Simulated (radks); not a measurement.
Neutral hydrogen inside a hard spherical wall (all orbitals vanish at R), configuration held at 1s1 and not refilled when levels cross. Method: non-relativistic Kohn-Sham, PBE, spin-polarised, spherical densities, point nucleus; open shells are filled with parallel spins first; computed with a radial shooting solver on a logarithmic mesh with Libxc functionals. Eigenvalues in eV for spin up, with the zero of energy where the potential of the charges vanishes at infinity; a dash marks a level that is unbound or too diffuse for the functional's potential to be trusted. A positive occupied level is held by the wall or, in an anion where self-interaction has pushed it up, behind a barrier. The pressure on the wall is -dE/dV.

| R (bohr) | E (hartree) | kinetic (hartree) | e(1s) | e(2s, empty) | e(2p, empty) | pressure (GPa) |
|---|---|---|---|---|---|---|
| free | -0.49999 | 0.495 | -7.594 | - | - | 0 |
| 20 | -0.49999 | 0.495 | -7.594 | - | - | < 0.0001 |
| 10 | -0.49999 | 0.495 | -7.594 | 0.920 | 1.096 | 0.000128 |
| 8 | -0.49992 | 0.496 | -7.584 | 2.005 | 1.829 | 0.00373 |
| 5 | -0.49498 | 0.524 | -7.205 | 9.221 | 5.966 | 0.653 |
| 3.5 | -0.45944 | 0.654 | -5.422 | 25.265 | 14.385 | 10.9 |
| 2.5 | -0.32535 | 0.987 | -0.198 | 59.438 | 31.962 | 100 |
